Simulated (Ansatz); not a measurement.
Spectroscopic constants of BBr, closed-shell singlet (the spin of the measured ground state). No spin–orbit coupling. Br is treated without relativity.

D_e counts from the fitted minimum to each atom's lowest state at the same level, without counterpoise. The singlet is restricted.

Correlated levels freeze the inner cores; with def2 sets outer-core shells near the valence are correlated too. CBS(a, b) extrapolates the correlation energy as X⁻³ and adds the Hartree–Fock energy of set b.

Run with Ansatz (Gaussian orbitals). Each number belongs to the level named beside it.

```csv
level,bond energy D_e (kcal/mol)
PBE/def2-TZVPP,(withheld)
r2SCAN/def2-TZVPP,106.76
B3LYP/def2-TZVPP,101.89
PBE0/def2-TZVPP,105.56
wB97X-V/def2-TZVPP,102.91
B2PLYP/def2-TZVPP,103.05
CCSD(T)/def2-TZVPP,102.76
CCSD(T)/def2-QZVPP,104.65
"CCSD(T)/CBS(def2-TZVPP, def2-QZVPP)",106.19
```

Problem. Some entries are withheld; supply them.

Solution. 
- PBE/def2-TZVPP, bond energy D_e (kcal/mol): 110.62

Doubts at one or more of the structures used: a restricted determinant that unrestricted orbitals would lower (CCSD(T)/def2-TZVPP, CCSD(T)/def2-QZVPP, CCSD(T)/CBS(def2-TZVPP, def2-QZVPP)).

Ansatz is a first-principles code.
